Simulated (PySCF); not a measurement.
Choosing a molecule for a target property.

All species are isolated and taken at one optimised geometry, non-relativistic unless stated. Electronic properties by PySCF.

Dipoles, sizes and rotational constants follow the conformer. The torsions of the flexible species, by atom-mapped SMILES:
- `[CH2:1]=[CH:2][n:3]1[n:4][cH:5][c:6]([S:7][CH3:8])[n:9]1`: C1–C2–N3–N4 180°, C5–C6–S7–C8 180°
- `[CH3:1][CH:2]([CH3:3])[S:4][SiH3:5]`: C1–C2–S4–Si5 160°
- `[CH3:1][C:2]#[C:3]/[C:4]([F:5])=[C:6](\[C:7]#[N:8])[CH:9]=[O:10]`: C4–C6–C9–O10 180°
- `[CH:1]#[C:2][P@@H+:3]([CH3:4])[CH2:5][CH:6]=[CH2:7]`: C2–P3–C5–C6 174°, P3–C5–C6–C7 115°
- `[SiH3:1][O:2][CH:3]=[C:4]1[CH:5]=[CH:6][CH:7]=[CH:8]1`: Si1–O2–C3–C4 1°

The conformers of `CN1CCC(C=O)=C1F` aren't listed.

Problem. Wanted: HOMO energy above -8.2 eV (CAM-B3LYP/def2-SVPD) and smallest rotational constant below 0.9 GHz (GFN2-xTB), at GFN2-xTB geometries. Which candidate meets both?
A. `Fc1nc2ccccc2o1`
B. `C#C[P@@H+](C)CC=C`
C. `CC#C/C(F)=C(\C#N)C=O`
D. `CC1C=C[PH2+]C=C1`
E. `CC(C)S[SiH3]`
F. `C=CN1N=CC(SC)=N1`

Solution. F. Computed values:
```csv
species,HOMO energy,smallest rotational constant
CC1C=C[PH2+]C=C1,-13.91 eV,1.399 GHz
C#C[P@@H+](C)CC=C,-13.25 eV,1.018 GHz
CC#C/C(F)=C(\C#N)C=O,-9.19 eV,0.600 GHz
Fc1nc2ccccc2o1,-8.40 eV,0.824 GHz
CC(C)S[SiH3],-8.07 eV,1.512 GHz
C=CN1N=CC(SC)=N1,-7.50 eV,0.717 GHz
```

Problem. Wanted: lowest triplet excitation (Tamm–Dancoff) above 5 eV (TDA CAM-B3LYP/def2-SVPD) and electronic spatial extent ⟨r²⟩ about the centre of nuclear charge below 890 bohr² (CAM-B3LYP/def2-SVPD), at GFN2-xTB geometries. Which candidate meets both?
A. `C1C=CC(C=1)=CO[SiH3]`
B. `CC#C/C(F)=C(\C#N)C=O`
C. `n1c(SC)cnn1C=C`
D. `CC(C)S[SiH3]`
E. `FC1=NC2=CC=CC=C2O1`
F. `CC1C=C[PH2+]C=C1`

Solution. D. Computed values:
```csv
species,lowest triplet excitation (Tamm–Dancoff),electronic spatial extent ⟨r²⟩ about the centre of nuclear charge
C1C=CC(C=1)=CO[SiH3],2.60 eV,1354 bohr²
CC#C/C(F)=C(\C#N)C=O,2.71 eV,1748 bohr²
n1c(SC)cnn1C=C,3.37 eV,1533 bohr²
FC1=NC2=CC=CC=C2O1,3.98 eV,1279 bohr²
CC1C=C[PH2+]C=C1,4.31 eV,897 bohr²
CC(C)S[SiH3],5.27 eV,875 bohr²
```

Problem. Wanted: HOMO–LUMO gap between 7.5 eV and 8.8 eV (CAM-B3LYP/def2-SVPD) and lowest singlet excitation below 5 eV (TDDFT CAM-B3LYP/def2-SVPD), at GFN2-xTB geometries. Which candidate meets both?
A. `Fc1nc2ccccc2o1`
B. `CN1CCC(C=O)=C1F`
C. `CC#C/C(F)=C(\C#N)C=O`
D. `[SiH3]OC=C1C=CC=C1`
E. `C=CN1N=CC(SC)=N1`
F. `CC1C=C[PH2+]C=C1`
G. `CC(C)S[SiH3]`

Solution. B. Computed values:
```csv
species,HOMO–LUMO gap,lowest singlet excitation
[SiH3]OC=C1C=CC=C1,6.97 eV,3.81 eV
CC#C/C(F)=C(\C#N)C=O,7.08 eV,3.64 eV
C=CN1N=CC(SC)=N1,7.38 eV,4.81 eV
CN1CCC(C=O)=C1F,7.54 eV,4.24 eV
Fc1nc2ccccc2o1,8.50 eV,5.33 eV
CC(C)S[SiH3],9.08 eV,5.68 eV
CC1C=C[PH2+]C=C1,9.60 eV,6.36 eV
```
